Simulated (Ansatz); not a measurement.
A run for Ansatz (an electronic-structure program): R-r2SCAN/def2-TZVPP on CH7AsSi (SMILES C[SiH2][AsH2]), a point of a torsion scan.

Ansatz 0.2 input:
```yaml
crystal:
  periodic: [false, false, false]
  atoms:
    - {symbol: C, position_ang: [-1.25552667, 0.66305895, 0.09607817]}
    - {symbol: Si, position_ang: [-0.08011892, -0.82586698, -0.05584466]}
    - {symbol: As, position_ang: [2.10875541, -0.00250619, -0.03604612]}
    - {symbol: H, position_ang: [-2.29704682, 0.35944037, 0.07828401]}
    - {symbol: H, position_ang: [-1.10016144, 1.36270409, -0.72238433]}
    - {symbol: H, position_ang: [-1.08405200, 1.20261722, 1.02511181]}
    - {symbol: H, position_ang: [-0.39410338, -1.52805667, -1.31259027]}
    - {symbol: H, position_ang: [-0.38167425, -1.76934343, 1.03421740]}
    - {symbol: H, position_ang: [2.60573995, -1.12862082, -0.89309884]}
    - {symbol: H, position_ang: [2.47726709, -0.79343109, 1.18412712]}
basis:
  gaussian:
    orbitals: def2-TZVPP
hamiltonian:
  xc: {name: r2SCAN}
scf: {lower_state_search: off}
```

Give the final energy of this run.

-2567.6534 hartree.
